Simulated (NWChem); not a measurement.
System: C₇H₁₂O₂; SMILES CC(C)OC(C(C)=C)=O

The following NWChem deck was run.

```
start job
memory heap 200 mb stack 900 mb global 1100 mb
geometry units angstroms noautoz
  C      1.637139    -1.901689     0.409865
  C      0.341541    -1.863192     0.072474
  C     -0.522267    -3.072291    -0.101715
  C     -0.353911    -0.560873    -0.158958
  O     -1.523068    -0.486837    -0.454598
  O      0.441147     0.503147    -0.009668
  C     -0.137956     1.802933    -0.215178
  C      0.990823     2.709958    -0.654737
  C     -0.828652     2.262145     1.054813
  H      2.215759    -0.983356     0.523117
  H      2.145242    -2.854806     0.581076
  H      0.044181    -3.995105     0.081901
  H     -0.943876    -3.106943    -1.118241
  H     -1.383305    -3.037771     0.583628
  H     -0.888081     1.705216    -1.016306
  H      1.756696     2.790530     0.132127
  H      0.607628     3.718769    -0.867514
  H      1.470474     2.322594    -1.565193
  H     -1.644517     1.575347     1.319883
  H     -0.113364     2.307952     1.890692
  H     -1.259790     3.264553     0.912612
end
basis spherical
  C library cc-pvdz
  O library cc-pvdz
  H library cc-pvdz
end
dft
  xc xpbe96 cpbe96
  iterations 150
  semidirect filesize 400000000
  mulliken
end
task dft energy
```

Excerpt of the output:

```
             Northwest Computational Chemistry Package (NWChem) 7.3.0
             --------------------------------------------------------

 C1  symmetry detected

                             Geometry "geometry" -> ""
                             -------------------------

 Output coordinates in angstroms (scale by  1.889725989 to convert to a.u.)

  No.       Tag          Charge          X              Y              Z
 ---- ---------------- ---------- -------------- -------------- --------------
    1 C                    6.0000     1.63368060    -1.90497578     0.40598101
    2 C                    6.0000     0.33755795    -1.86501019     0.07078299
    3 C                    6.0000    -0.52816985    -3.07308761    -0.10094580
    4 C                    6.0000    -0.35654200    -0.56194502    -0.16050785
    5 O                    8.0000    -1.52610456    -0.48657668    -0.45420067
    6 O                    8.0000     0.44019850     0.50112587    -0.01344275
    7 C                    6.0000    -0.13751161     1.80152263    -0.21900927
    8 C                    6.0000     0.99172718     2.70667570    -0.66123793
    9 C                    6.0000    -0.82540874     2.26268574     1.05179358
   10 H                    1.0000     2.21372620    -0.98732998     0.51749740
   11 H                    1.0000     2.14079724    -2.85863622     0.57709020
   12 H                    1.0000     0.03735362    -3.99651348     0.08244374
   13 H                    1.0000    -0.95157002    -3.10799256    -1.11671839
   14 H                    1.0000    -1.38798256    -3.03685841     0.58584577
   15 H                    1.0000    -0.88914173     1.70416774    -1.01876948
   16 H                    1.0000     1.75905776     2.78685296     0.12424514
   17 H                    1.0000     0.60952161     3.71582876    -0.87417243
   18 H                    1.0000     1.46929365     2.31793386    -1.57220232
   19 H                    1.0000    -1.64173835     1.57719835     1.31881849
   20 H                    1.0000    -0.10862552     2.30820550     1.88640647
   21 H                    1.0000    -1.25544459     3.26555710     0.90952241

 Effective nuclear repulsion energy (a.u.)     462.9589757665

  pbe96 is a nonlocal functional; adding pw91lda local functional.

                                 NWChem DFT Module
                                 -----------------

 Summary of "ao basis" -> "ao basis" (spherical)
 ------------------------------------------------------------------------------
       Tag                 Description            Shells   Functions and Types
 ---------------- ------------------------------  ------  ---------------------
 C                          cc-pvdz                  6       14   3s2p1d
 O                          cc-pvdz                  6       14   3s2p1d
 H                          cc-pvdz                  3        5   2s1p

            General Information
            -------------------
          SCF calculation type: DFT
          Wavefunction type:  closed shell.
          No. of atoms     :    21
          No. of electrons :    70
           Alpha electrons :    35
            Beta electrons :    35
          Charge           :     0
          Spin multiplicity:     1
          Use of symmetry is: off; symmetry adaption is: off
          Maximum number of iterations: 150
          AO basis - number of functions:   186
                     number of shells:    90
          Convergence on energy requested:  1.00D-06
          Convergence on density requested:  1.00D-05
          Convergence on gradient requested:  5.00D-04

              XC Information
              --------------
          PerdewBurkeErnzerhof Exchange Functional  1.000
            Perdew 1991 LDA Correlation Functional  1.000 local
           PerdewBurkeErnz. Correlation Functional  1.000 non-local

             Grid Information
             ----------------
          Grid used for XC integration:  medium
          Radial quadrature: Mura-Knowles
          Angular quadrature: Lebedev.
          Tag              B.-S. Rad. Rad. Pts. Rad. Cut. Ang. Pts.
          ---              ---------- --------- --------- ---------
          C                   0.70       49          15.0       434
          O                   0.60       49          12.0       434
          H                   0.35       45          15.0       434
          Grid pruning is: on
          Number of quadrature shells:   981
          Spatial weights used:  Erf1

      Superposition of Atomic Density Guess
      -------------------------------------

 Sum of atomic energies:        -419.18171298

      Non-variational initial energy
      ------------------------------

 Total energy =    -424.797151
 1-e energy   =   -1485.755964
 2-e energy   =     597.999838
 HOMO         =      -0.309995
 LUMO         =      -0.041390

------------------------------------------------------------
EAF file 0: "./job.aoints.0" size=385351680 bytes
------------------------------------------------------------
               write      read    awrite     aread      wait
               -----      ----    ------     -----      ----
     calls:      735         0         0         0         0
   data(b): 3.85e+08  0.00e+00  0.00e+00  0.00e+00
   time(s): 0.00e+00  0.00e+00  0.00e+00  0.00e+00  0.00e+00
rate(mb/s): 0.00e+00  0.00e+00
------------------------------------------------------------

     ---------------------------------------------
      Total Density - Mulliken Population Analysis
     ---------------------------------------------

    Atom       Charge   Shell Charges
 -----------   ------   -------------------------------------------------------
    1 C    6     6.03   2.00  0.74  0.41  1.95  0.89  0.04
    2 C    6     6.29   2.00  0.74  0.54  1.90  1.03  0.08
    3 C    6     6.16   2.00  0.73  0.37  2.04  0.98  0.04
    4 C    6     5.07   2.00  0.69  0.33  1.48  0.36  0.21
    5 O    8     8.75   2.00  0.89  0.92  3.06  1.87  0.01
    6 O    8     8.48   2.00  0.85  0.91  2.91  1.79  0.01
    7 C    6     5.87   2.00  0.70  0.48  1.74  0.82  0.12
    8 C    6     6.22   2.00  0.73  0.40  2.06  0.99  0.04
    9 C    6     6.23   2.00  0.73  0.42  2.06  0.99  0.04
   10 H    1     0.92   0.68  0.21  0.03
   11 H    1     0.92   0.68  0.21  0.03
   12 H    1     0.91   0.68  0.20  0.03
   13 H    1     0.89   0.67  0.19  0.03
   14 H    1     0.89   0.67  0.19  0.03
   15 H    1     0.95   0.71  0.22  0.03
   16 H    1     0.91   0.67  0.20  0.03
   17 H    1     0.90   0.67  0.20  0.03
   18 H    1     0.90   0.67  0.20  0.03
   19 H    1     0.91   0.68  0.20  0.03
   20 H    1     0.91   0.67  0.20  0.03
   21 H    1     0.90   0.67  0.20  0.03

   convergence    iter        energy       DeltaE   RMS-Dens  Diis-err
 ---------------- ----- ----------------- --------- --------- ---------
 d= 0,ls=0.0,diis     1   -423.7290179194 -8.87D+02  1.30D-02  1.65D+00
 d= 0,ls=0.0,diis     2   -423.1002583978  6.29D-01  1.03D-02  7.75D+00
 d= 0,ls=0.0,diis     3   -423.8456358847 -7.45D-01  3.59D-03  6.22D-01
 d= 0,ls=0.0,diis     4   -423.8831987757 -3.76D-02  1.58D-03  2.60D-01
 d= 0,ls=0.0,diis     5   -423.9070794733 -2.39D-02  5.38D-04  1.31D-02
  Resetting Diis
 d= 0,ls=0.0,diis     6   -423.9081375039 -1.06D-03  2.48D-04  3.81D-03
 d= 0,ls=0.0,diis     7   -423.9085942645 -4.57D-04  2.77D-04  4.19D-04
 d= 0,ls=0.0,diis     8   -423.9083006510  2.94D-04  1.95D-04  2.50D-03
 d= 0,ls=0.0,diis     9   -423.9086464000 -3.46D-04  2.45D-05  4.42D-05
 d= 0,ls=0.0,diis    10   -423.9086517649 -5.36D-06  4.81D-06  1.71D-06
 d= 0,ls=0.0,diis    11   -423.9086519282 -1.63D-07  1.61D-06  1.66D-07

         Total DFT energy =     -423.908651928243
      One electron energy =    -1493.519856064765
           Coulomb energy =      665.763773761588
    Exchange-Corr. energy =      -59.111545391598
 Nuclear repulsion energy =      462.958975766532

 Numeric. integr. density =       70.000045140349

                       DFT Final Molecular Orbital Analysis
                       ------------------------------------

 Vector   33  Occ=2.000000D+00  E=-2.523889D-01
              MO Center= -3.9D-01,  2.8D-01, -1.3D-01, r^2= 3.0D+00
   Bfn.  Coefficient  Atom+Function         Bfn.  Coefficient  Atom+Function
  ----- ------------  ---------------      ----- ------------  ---------------
    76      0.419786   6 O  pz               62     -0.379529   5 O  pz
    79      0.306358   6 O  pz               65     -0.265632   5 O  pz
    90     -0.146202   7 C  pz              118      0.130554   9 C  pz
   116     -0.109326   9 C  px              153      0.107635  15 H  s
     6      0.099083   1 C  pz              152      0.098239  15 H  s

 Vector   34  Occ=2.000000D+00  E=-2.345753D-01
              MO Center=  7.0D-01, -1.6D+00,  1.7D-01, r^2= 3.2D+00
   Bfn.  Coefficient  Atom+Function         Bfn.  Coefficient  Atom+Function
  ----- ------------  ---------------      ----- ------------  ---------------
     6      0.375739   1 C  pz               20      0.343282   2 C  pz
     9      0.252995   1 C  pz               23      0.212805   2 C  pz
    76     -0.213529   6 O  pz               79     -0.147066   6 O  pz
   147     -0.136136  14 H  s               142      0.132849  13 H  s
    34     -0.128594   3 C  pz                4     -0.101121   1 C  px

 Vector   35  Occ=2.000000D+00  E=-2.174328D-01
              MO Center= -1.0D+00, -4.6D-01, -3.3D-01, r^2= 2.1D+00
   Bfn.  Coefficient  Atom+Function         Bfn.  Coefficient  Atom+Function
  ----- ------------  ---------------      ----- ------------  ---------------
    61      0.573551   5 O  py               64      0.395214   5 O  py
    74      0.210718   6 O  px               17      0.208706   2 C  s
    77      0.153375   6 O  px               19      0.144358   2 C  py
    75      0.111172   6 O  py               21     -0.105698   2 C  px
    18     -0.101655   2 C  px               36     -0.090650   3 C  py

 Vector   36  Occ=0.000000D+00  E=-6.728766D-02
              MO Center=  4.2D-01, -1.3D+00,  7.7D-02, r^2= 3.3D+00
   Bfn.  Coefficient  Atom+Function         Bfn.  Coefficient  Atom+Function
  ----- ------------  ---------------      ----- ------------  ---------------
     9      0.449418   1 C  pz                6      0.376216   1 C  pz
    23     -0.337607   2 C  pz               48     -0.322692   4 C  pz
    20     -0.279264   2 C  pz               62      0.280225   5 O  pz
    65      0.248976   5 O  pz               51     -0.215970   4 C  pz
    76      0.166204   6 O  pz              115     -0.149220   9 C  s

 Vector   37  Occ=0.000000D+00  E= 3.879102D-02
              MO Center=  1.8D-01,  2.1D+00, -1.1D-01, r^2= 8.5D+00
   Bfn.  Coefficient  Atom+Function         Bfn.  Coefficient  Atom+Function
  ----- ------------  ---------------      ----- ------------  ---------------
   101      1.166371   8 C  s               115      0.894275   9 C  s
   163     -0.673483  17 H  s               183     -0.653958  21 H  s
    87      0.572393   7 C  s               158     -0.513473  16 H  s
   168     -0.514491  18 H  s               153     -0.472205  15 H  s
   128     -0.464251  10 H  s               178     -0.405180  20 H  s

 Vector   38  Occ=0.000000D+00  E= 4.739862D-02
              MO Center= -8.7D-02, -9.8D-01, -1.6D-02, r^2= 4.9D+00
   Bfn.  Coefficient  Atom+Function         Bfn.  Coefficient  Atom+Function
  ----- ------------  ---------------      ----- ------------  ---------------
   148     -0.485977  14 H  s                51     -0.464854   4 C  pz
    23      0.452330   2 C  pz               48     -0.449071   4 C  pz
   101      0.402679   8 C  s                20      0.358076   2 C  pz
   143      0.332750  13 H  s               163     -0.325163  17 H  s
     9     -0.306851   1 C  pz               65      0.287847   5 O  pz

------------------------------------------------------------
EAF file 0: "./job.aoints.0" size=641204224 bytes
------------------------------------------------------------
               write      read    awrite     aread      wait
               -----      ----    ------     -----      ----
     calls:     1223        10         0     12220     12220
   data(b): 6.41e+08  5.24e+06  0.00e+00  6.41e+09
   time(s): 0.00e+00  0.00e+00  0.00e+00  0.00e+00  0.00e+00
rate(mb/s): 0.00e+00  0.00e+00
------------------------------------------------------------

     ---------------------------------------------
      Total Density - Mulliken Population Analysis
     ---------------------------------------------

    Atom       Charge   Shell Charges
 -----------   ------   -------------------------------------------------------
    1 C    6     5.91   2.01  0.67  0.36  2.06  0.77  0.04
    2 C    6     6.26   2.02  0.68  0.53  2.09  0.87  0.08
    3 C    6     5.97   2.02  0.66  0.30  2.14  0.81  0.04
    4 C    6     5.79   2.01  0.70  0.29  2.02  0.52  0.23
    5 O    8     8.22   2.01  0.85  0.88  2.82  1.64  0.02
    6 O    8     8.21   2.01  0.84  0.91  2.87  1.57  0.02
    7 C    6     6.03   2.02  0.67  0.45  2.06  0.70  0.13
    8 C    6     6.00   2.02  0.66  0.35  2.13  0.80  0.04
    9 C    6     6.01   2.02  0.66  0.36  2.13  0.80  0.04
   10 H    1     0.98   0.74  0.21  0.03
   11 H    1     0.99   0.75  0.21  0.03
   12 H    1     0.98   0.75  0.20  0.03
   13 H    1     0.95   0.74  0.18  0.03
   14 H    1     0.95   0.74  0.18  0.03
   15 H    1     0.98   0.75  0.20  0.03
   16 H    1     0.97   0.74  0.20  0.03
   17 H    1     0.97   0.74  0.20  0.03
   18 H    1     0.97   0.74  0.20  0.03
   19 H    1     0.96   0.74  0.19  0.03
   20 H    1     0.97   0.74  0.20  0.03
   21 H    1     0.97   0.74  0.20  0.03

     -------------------------------------------
      Total Density - Lowdin Population Analysis
     -------------------------------------------

    Atom       Charge   Shell Charges
 -----------   ------   -------------------------------------------------------
    1 C    6     6.02   1.87  0.59  0.39  1.83  1.19  0.14
    2 C    6     6.07   1.88  0.58  0.37  1.87  1.13  0.24
    3 C    6     6.06   1.88  0.55  0.37  1.89  1.23  0.14
    4 C    6     6.19   1.88  0.60  0.35  1.81  0.98  0.56
    5 O    8     8.02   1.91  0.84  0.74  2.67  1.83  0.03
    6 O    8     7.87   1.91  0.82  0.64  2.69  1.77  0.03
    7 C    6     6.04   1.89  0.57  0.36  1.86  1.05  0.32
    8 C    6     6.07   1.88  0.56  0.37  1.90  1.23  0.14
    9 C    6     6.07   1.88  0.56  0.37  1.90  1.23  0.14
   10 H    1     0.97   0.61  0.28  0.09
   11 H    1     0.97   0.61  0.28  0.08
   12 H    1     0.97   0.62  0.27  0.08
   13 H    1     0.95   0.61  0.26  0.08
   14 H    1     0.95   0.61  0.26  0.08
   15 H    1     0.98   0.63  0.27  0.08
   16 H    1     0.97   0.62  0.27  0.08
   17 H    1     0.96   0.61  0.27  0.08
   18 H    1     0.97   0.62  0.27  0.08
   19 H    1     0.96   0.61  0.27  0.08
   20 H    1     0.97   0.62  0.27  0.08
   21 H    1     0.96   0.61  0.27  0.08

     Multipole analysis of the density
     ---------------------------------

     L   x y z        total         alpha         beta         nuclear
     -   - - -        -----         -----         ----         -------
     0   0 0 0     -0.000000    -35.000000    -35.000000     70.000000

     1   1 0 0      0.531586      0.265793      0.265793     -0.000000
     1   0 1 0      0.219098      0.109549      0.109549     -0.000000
     1   0 0 1      0.136537      0.068269      0.068269     -0.000000

     2   2 0 0    -42.868458   -150.766796   -150.766796    258.665133
     2   1 1 0     -1.115127     -1.352494     -1.352494      1.589861
     2   1 0 1     -0.589072      1.983171      1.983171     -4.555415
     2   0 2 0    -35.481123   -538.371606   -538.371606   1041.262089
     2   0 1 1     -0.568635     -0.607644     -0.607644      0.646652
     2   0 0 2    -41.120370    -65.283539    -65.283539     89.446708
```

Level: PBE/cc-pVDZ. Coordinates come from a PBE0/def2-SVP optimisation. No frequency run checked for a minimum.
